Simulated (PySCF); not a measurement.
BGeH₄NO, B₂GeH₈Si (calculated)

Computed with PySCF 2.14.0. Calculation on a computer-drawn molecule: the log of a Hartree-Fock and frozen-core CCSD(T) single point meant for a local Hartree-Fock minimum, with one planted fault or none, to be diagnosed. Offsets are logged minus clean, where the clean run is the same molecule without the fault. The reference is restricted for singlets and unrestricted otherwise, and also for a bond in bohr or an excited solution. Adding or removing an electron swaps singlet and doublet. The excited solution moves the top pair (singlet) or top alpha electron (doublet) to the lowest empty orbital. Highest occupied and lowest empty are orbital energies over both spins, largest force is the largest gradient component, triples share is (T) over the correlation energy, the T1 limit is 0.02 restricted and 0.045 unrestricted, electrons count all cores, a negative frequency is imaginary (commonest isotopes), and the dipole is about the centre of nuclear charge; on germanium a core potential holds 10 electrons, which the energies leave out, and 3d is frozen in MP2 and coupled-cluster steps.

Common to all runs: meant charge 0; meant multiplicity 1; meant basis and core potential on germanium cc-pVDZ-PP ECP10MDF; logged SCF converged yes; possible faults no fault, one electron removed, one electron added, multiplicity raised by two, geometry at a saddle point, SCF held on an excited solution, minimal basis STO-3G, one bond length entered in bohr, all coordinates scaled.

(1) BGeH₄NO

Logged structure:
```xyz
8
BGeH4NO
B     -3.4513     1.8270    -0.8873
O     -2.1404     1.9443    -0.6334
Ge    -1.2741     1.5217     0.9247
N      0.3362     2.0073     0.2820
H     -4.2151     1.4037    -0.0469
H     -3.8705     2.1495    -1.9712
H      0.4714     2.3632    -0.6474
H      1.1866     1.9534     0.8092
```

* meant basis: cc-pVDZ
* logged electrons: 57
* logged basis functions: 85
* logged spin squared: 0.7672
* logged highest occupied: 0.38258 eV
* logged lowest empty: 8.1925 eV
* logged largest force: 0.059649 hartree/bohr
* logged T1 diagnostic: 0.023204
* logged D1 diagnostic: 0.11792
* logged triples share: 0.027131
* logged CC converged: yes
* logged dipole magnitude: 1.9878 debye
* logged SCF stable within its kind: yes
* logged energy HF: -449.74544 hartree
* logged energy CCSD(T): -450.32282 hartree
* planted fault: ?

Drawn bonds:
```tsv
atom	other atom	order
1	2	1
2	3	1
3	4	1
1	5	1
1	6	1
4	7	1
4	8	1
```

Notes: highest electron not bound in this basis.

(2) B₂GeH₈Si

Logged structure:
```xyz
12
B2GeH8Si
B     -1.9411    -1.2880    -2.2199
Si    -1.3998    -0.4612    -0.4458
Ge    -1.6349     1.9512    -0.6470
B     -0.2318     2.6849    -1.9961
H     -3.0642    -1.6566    -2.4243
H     -1.1558    -1.3656    -3.1248
H      0.0170    -0.7548    -0.1063
H     -2.2488    -0.9123     0.6853
H     -1.4664     2.5548     0.7560
H     -3.0713     2.2504    -1.1092
H     -0.4609     2.6846    -3.1731
H      0.8404     3.0697    -1.6242
```

- meant basis: cc-pV(D+d)Z
- logged electrons: 64
- logged basis functions: 114
- logged spin squared: 0
- logged highest occupied: -4.106 eV
- logged lowest empty: -4.9293 eV
- logged largest force: 0.10559 hartree/bohr
- logged dipole magnitude: 3.1552 debye
- logged SCF stable within its kind: no
- logged energy HF: -635.83803 hartree
- planted fault: ?

Drawn bonds:
```tsv
atom	other atom	order
1	2	1
2	3	1
3	4	1
1	5	1
1	6	1
2	7	1
2	8	1
3	9	1
3	10	1
4	11	1
4	12	1
```

Notes: coupled-cluster numbers left out as unreliable.

To be estimated
1. Which fault was planted in the run of BGeH₄NO (entry 1)?
2. Which fault was planted in the run of B₂GeH₈Si (entry 2)?

Calculated values
1. one electron added
2. SCF held on an excited solution

Further results for BGeH₄NO (entry 1):

- HF energy offset from clean run: 24.57 kcal/mol
- CCSD(T) energy offset from clean run: 20.78 kcal/mol

Further results for B₂GeH₈Si (entry 2):

- HF energy offset from clean run: 274.3 kcal/mol
